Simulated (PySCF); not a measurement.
SMILES [NH2][GeH]([Cl])[Cl] at its PBE0/def2-SVP optimised geometry (Å):

```
7

Ge    -0.8516    -0.7338     0.0000
N     -1.3526    -1.8302    -1.3414
Cl     1.2982    -0.7338     0.0000
Cl    -1.6063    -1.6170     1.8090
H     -1.2982     0.7338     0.0000
H     -0.9549    -1.6510    -2.2579
H     -2.3369    -2.0708    -1.3993
```

Computed with PBE0/def2-TZVP (PySCF). Cells within 0.4 Å of a nucleus heavier than hydrogen are left out (blank, or x).

Map of the Laplacian of the electron density (e/bohr⁵), clipped to [-1.50, 1.50] on the plane z = 0.0 Å:

```
|5555555555555555555555555555555|
|5555555555555555555555555555555|
|5555555555555555555555555555555|
|5555555555555555555555555555555|
|5555555555555555555555555555555|
|5555555555555555555555555555555|
|5555555555555555555555555555555|
|5555555555555555555555555555555|
|5555555555555555555555555555555|
|5555555555555555555555555555555|
|5555555555555555555555555555555|
|5555555552245555555555555555555|
|5555555540045555555555555555555|
|5555555542244555555555555555555|
|5555555544445555555555555555555|
|5555555555799755555443455555555|
|5555555559999985554399245555555|
|55555555799xx9965439xx935555555|
|5555555589xxxx96443xxxx54555555|
|5555555579xxx9965439xxx35555555|
|5555555569999995553599535555555|
|5555555556999965555432355555555|
|5555555555566555555555555555555|
|5555555555555555555555555555555|
|5555555555555555555555555555555|
|5555555555555555555555555555555|
|5555555555555555555555555555555|
|5555555555555555555555555555555|
|5555555555555555555555555555555|
|5555555555555555555555555555555|
|5555555555555555555555555555555|
```
Scale: ten equal steps from -1.50 (start of '0') to 1.50 (end of '9'), in the order '0123456789'; x runs from -3.50 to 3.50, y from -3.50 (bottom) to 3.50 (top).
